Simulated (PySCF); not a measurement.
PySCF input (M06-2X/def2-TZVPD):

```python
from pyscf import gto, scf, dft

mol = gto.M(
    atom='''
    Cs   -0.00000000   -0.00000000   -0.73608574
    Cl    0.00000000    0.00000000    2.38145385
    ''',
    basis='def2-tzvpd',
    ecp='def2-tzvp',
    charge=-1,
    spin=1,
    symmetry='C2v',
    verbose=4,
)

mf = dft.UKS(mol, xc='m062x').density_fit(auxbasis='def2-universal-jkfit')
mf.grids.level = 4
mf.conv_tol = 1e-9
mf.max_cycle = 100
mf.max_memory = 1500
mf.kernel()
if not mf.converged:
    mf = mf.newton()
    mf.kernel(mf.make_rdm1())
mf.analyze()
```

End of the output:

```
Extra cycle  E= -480.3877964697  delta_E= 7.04e-09  |g|= 0.000153  |ddm|= 0.000142
converged SCF energy = -480.3877964697  <S^2> = 0.75067268  2S+1 = 2.0006726
**** SCF Summaries ****
Total Energy =                        -480.387796469699879
Nuclear Repulsion Energy =              25.970516470894282
One-electron Energy =                 -726.288082645013446
Two-electron Energy =                  219.929769704419272
Two-electron Coulomb Energy =          251.453228138550202
DFT Exchange-Correlation Energy =      -31.523458434130930
HOMO-LUMO gap [eV] =                     2.145657624895154
Wave-function symmetry = A1
alpha occupancy for each irrep:     A1   A2   B1   B2
                                     8    0    3    3
beta  occupancy for each irrep:     A1   A2   B1   B2
                                     7    0    3    3
**** MO energy ****
alpha MO #1 (A1 #1), energy= -102.381594369635 occ= 1
alpha MO #2 (A1 #2), energy= -9.54401238251929 occ= 1
alpha MO #3 (A1 #3), energy= -7.26290952379611 occ= 1
alpha MO #4 (B1 #1), energy= -7.26288672205203 occ= 1
alpha MO #5 (B2 #1), energy= -7.26288672205201 occ= 1
alpha MO #6 (A1 #4), energy= -0.995264191288353 occ= 1
alpha MO #7 (A1 #5), energy= -0.642977914059561 occ= 1
alpha MO #8 (B1 #2), energy= -0.450820712979288 occ= 1
alpha MO #9 (B2 #2), energy= -0.45082071297929 occ= 1
alpha MO #10 (A1 #6), energy= -0.442128347720384 occ= 1
alpha MO #11 (A1 #7), energy= -0.156379260833724 occ= 1
alpha MO #12 (B1 #3), energy= -0.152544214095288 occ= 1
alpha MO #13 (B2 #3), energy= -0.15254421409529 occ= 1
alpha MO #14 (A1 #8), energy= 0.0066514953237693 occ= 1
alpha MO #15 (B1 #4), energy= 0.085502959314546 occ= 0
alpha MO #16 (B2 #4), energy= 0.0855029593145478 occ= 0
alpha MO #17 (A1 #9), energy= 0.0993124066346848 occ= 0
alpha MO #18 (A2 #1), energy= 0.120211035145242 occ= 0
alpha MO #19 (A1 #10), energy= 0.1202153205797 occ= 0
alpha MO #20 (A1 #11), energy= 0.120714326438681 occ= 0
alpha MO #21 (A1 #12), energy= 0.126416874854957 occ= 0
alpha MO #22 (B1 #5), energy= 0.12733957160804 occ= 0
alpha MO #23 (B2 #5), energy= 0.12733957160804 occ= 0
alpha MO #24 (B1 #6), energy= 0.168011357664678 occ= 0
alpha MO #25 (B2 #6), energy= 0.16801135766468 occ= 0
alpha MO #26 (A1 #13), energy= 0.173165342988211 occ= 0
alpha MO #27 (A2 #2), energy= 0.190656118483121 occ= 0
alpha MO #28 (A1 #14), energy= 0.190663125490922 occ= 0
alpha MO #29 (A1 #15), energy= 0.194111047225317 occ= 0
alpha MO #30 (B1 #7), energy= 0.208684078003152 occ= 0
alpha MO #31 (B2 #7), energy= 0.208684078003152 occ= 0
alpha MO #32 (B1 #8), energy= 0.236452966677504 occ= 0
alpha MO #33 (B2 #8), energy= 0.236452966677499 occ= 0
alpha MO #34 (A1 #16), energy= 0.265427309220179 occ= 0
alpha MO #35 (A1 #17), energy= 0.377189078290821 occ= 0
alpha MO #36 (A1 #18), energy= 0.387513777547356 occ= 0
alpha MO #37 (A2 #3), energy= 0.387533567239307 occ= 0
alpha MO #38 (A1 #19), energy= 0.400248097827574 occ= 0
alpha MO #39 (B1 #9), energy= 0.42359636400635 occ= 0
alpha MO #40 (B2 #9), energy= 0.423596364006348 occ= 0
alpha MO #41 (A2 #4), energy= 0.502627927035553 occ= 0
alpha MO #42 (A1 #20), energy= 0.502637241323937 occ= 0
alpha MO #43 (B1 #10), energy= 0.50891877795797 occ= 0
alpha MO #44 (B2 #10), energy= 0.508918777957973 occ= 0
alpha MO #45 (A1 #21), energy= 0.524647969824493 occ= 0
alpha MO #46 (A1 #22), energy= 0.610668715436571 occ= 0
alpha MO #47 (B1 #11), energy= 0.616220783914754 occ= 0
alpha MO #48 (B2 #11), energy= 0.616220783914747 occ= 0
alpha MO #49 (A1 #23), energy= 0.660385933046111 occ= 0
alpha MO #50 (B1 #12), energy= 0.721524726422365 occ= 0
alpha MO #51 (B2 #12), energy= 0.721524726422356 occ= 0
alpha MO #52 (A2 #5), energy= 0.868392238685747 occ= 0
alpha MO #53 (A1 #24), energy= 0.868469340203738 occ= 0
alpha MO #54 (B1 #13), energy= 0.89548899124244 occ= 0
alpha MO #55 (B2 #13), energy= 0.895488991242432 occ= 0
alpha MO #56 (A1 #25), energy= 0.90227150487199 occ= 0
alpha MO #57 (A1 #26), energy= 0.942403483668166 occ= 0
alpha MO #58 (A1 #27), energy= 1.21558099966022 occ= 0
alpha MO #59 (A1 #28), energy= 2.18321154364351 occ= 0
alpha MO #60 (A2 #6), energy= 2.183461106999 occ= 0
alpha MO #61 (B1 #14), energy= 2.20753197042044 occ= 0
alpha MO #62 (B2 #14), energy= 2.20753197042043 occ= 0
alpha MO #63 (A1 #29), energy= 2.21444900225208 occ= 0
alpha MO #64 (A2 #7), energy= 2.36129632277055 occ= 0
alpha MO #65 (A1 #30), energy= 2.36153481769889 occ= 0
alpha MO #66 (B1 #15), energy= 2.36282680107358 occ= 0
alpha MO #67 (B2 #15), energy= 2.36282680107358 occ= 0
alpha MO #68 (B1 #16), energy= 2.36435074663872 occ= 0
alpha MO #69 (B2 #16), energy= 2.36435074663873 occ= 0
alpha MO #70 (A1 #31), energy= 2.37632711056343 occ= 0
alpha MO #71 (B1 #17), energy= 2.54768036741346 occ= 0
alpha MO #72 (B2 #17), energy= 2.54768036741346 occ= 0
alpha MO #73 (A1 #32), energy= 2.64477299912464 occ= 0
alpha MO #74 (B1 #18), energy= 11.0912476995047 occ= 0
alpha MO #75 (B2 #18), energy= 11.0912476995047 occ= 0
alpha MO #76 (A1 #33), energy= 11.1640270380287 occ= 0
alpha MO #77 (A1 #34), energy= 19.9335177764214 occ= 0
alpha MO #78 (A1 #35), energy= 25.1022530182053 occ= 0
beta  MO #1 (A1 #1), energy= -102.381335684664 occ= 1
beta  MO #2 (A1 #2), energy= -9.54390992005125 occ= 1
beta  MO #3 (B1 #1), energy= -7.26263369468403 occ= 1
beta  MO #4 (B2 #1), energy= -7.26263369468401 occ= 1
beta  MO #5 (A1 #3), energy= -7.2626038843461 occ= 1
beta  MO #6 (A1 #4), energy= -0.993983680130434 occ= 1
beta  MO #7 (A1 #5), energy= -0.641777509821967 occ= 1
beta  MO #8 (B1 #2), energy= -0.4513690438853 occ= 1
beta  MO #9 (B2 #2), energy= -0.451369043885297 occ= 1
beta  MO #10 (A1 #6), energy= -0.442189597428872 occ= 1
beta  MO #11 (A1 #7), energy= -0.155280682423719 occ= 1
beta  MO #12 (B1 #3), energy= -0.151785126271044 occ= 1
beta  MO #13 (B2 #3), energy= -0.151785126271044 occ= 1
beta  MO #14 (A1 #8), energy= 0.087944053643394 occ= 0
beta  MO #15 (A1 #9), energy= 0.128354067582984 occ= 0
beta  MO #16 (B1 #4), energy= 0.14490825852822 occ= 0
beta  MO #17 (B2 #4), energy= 0.144908258528218 occ= 0
beta  MO #18 (A1 #10), energy= 0.151819650163342 occ= 0
beta  MO #19 (A2 #1), energy= 0.151821928004462 occ= 0
beta  MO #20 (A1 #11), energy= 0.15265377396358 occ= 0
beta  MO #21 (B1 #5), energy= 0.165853193104846 occ= 0
beta  MO #22 (B2 #5), energy= 0.16585319310485 occ= 0
beta  MO #23 (B1 #6), energy= 0.190313046255996 occ= 0
beta  MO #24 (B2 #6), energy= 0.190313046256005 occ= 0
[...]
```
